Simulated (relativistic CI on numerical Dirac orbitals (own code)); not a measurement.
Ni3+ in a cubic cluster: 3s photoemission with charge transfer

Computed with a charge-transfer multiplet model of a cubic metal-ligand cluster with up to 2 ligand holes, Slater and spin-orbit integrals from Dirac-Coulomb-Breit ions, Slater integrals scaled by 0.7. The parameters are those of a tetrahedral site (10Dq negative, t2 hopping the larger). The ground state mixes d7 with configurations of k ligand holes L, whose averages lie at kΔ + k(k − 1)U_dd/2; a core hole lowers each added d electron by U_cd. 300 K, Lorentzian 1.4 eV and Gaussian 0.8 eV FWHM.

Atomic integrals in eV (Slater integrals scaled, ζ unscaled), ground: F2dd 9.255, F4dd 5.778, zeta_d 0.089; with the core hole: F2dd 9.965, F4dd 6.254, zeta_d 0.100, G2cd 9.837.

Cluster parameters (eV): Δ = 0.1, U_dd = 8.2, U_cd = 9.6, 10Dq = -0.35, 10Dq(ligand) = 0, final-state hopping factor = 1.

```
                              Case   n_d    d7   d8L  d9L2     S
V(eg) = 0.48 eV, V(t2g) = -0.81 eV  7.28  0.72  0.27  0.00  1.50
V(eg) = 0.78 eV, V(t2g) = -1.32 eV  7.41  0.61  0.38  0.02  1.50
V(eg) = 1.08 eV, V(t2g) = -1.83 eV  7.49  0.54  0.43  0.03  1.50
V(eg) = 1.38 eV, V(t2g) = -2.34 eV  7.55  0.49  0.46  0.04  1.50
V(eg) = 2.28 eV, V(t2g) = -3.87 eV  7.68  0.40  0.51  0.09  1.50
```

Weights, n_d and S are thermal averages at 300 K. Binding energies count from the first peak over 30 % of the highest in each spectrum, which can be another peak from case to case. The parameters are a model scan and need not match a compound or its usual spin state. Peaks in eV (height, largest 100):
- V(eg) = 0.48 eV, V(t2g) = -0.81 eV: 0.0 (58), 3.8 (27), 5.2 (26), 8.5 (100), 16.3 (56)
- V(eg) = 0.78 eV, V(t2g) = -1.32 eV: 0.0 (100), 5.5 (68), 10.1 (82), 17.8 (44)
- V(eg) = 1.08 eV, V(t2g) = -1.83 eV: 0.0 (100), 6.9 (54), 12.1 (48), 19.5 (24)
- V(eg) = 1.38 eV, V(t2g) = -2.34 eV: 0.0 (100), 6.0 (28), 8.5 (40), 14.0 (31), 21.5 (14)
- V(eg) = 2.28 eV, V(t2g) = -3.87 eV: 0.0 (100), 3.3 (42), 7.5 (16), 12.9 (21), 18.5 (15)

For the case V(eg) = 1.38 eV, V(t2g) = -2.34 eV, Δ = 0.1 eV is smaller than U_dd = 8.2 eV, the charge-transfer side of the Zaanen-Sawatzky-Allen scheme. With the core hole the average of the configuration with one ligand hole lies at Δ − U_cd = -9.5 eV before mixing: it lies below the unscreened one, so the lowest final states are mostly screened and the unscreened weight appears at higher binding energy as a satellite.

With at most 2 ligand holes the space is cut while the next configuration still counts, so covalency is underestimated, and a final configuration with one more ligand hole, which can lie low, is missing from the spectra.

Without intra-shell correlation the exchange splitting of the 3s hole comes out too large.
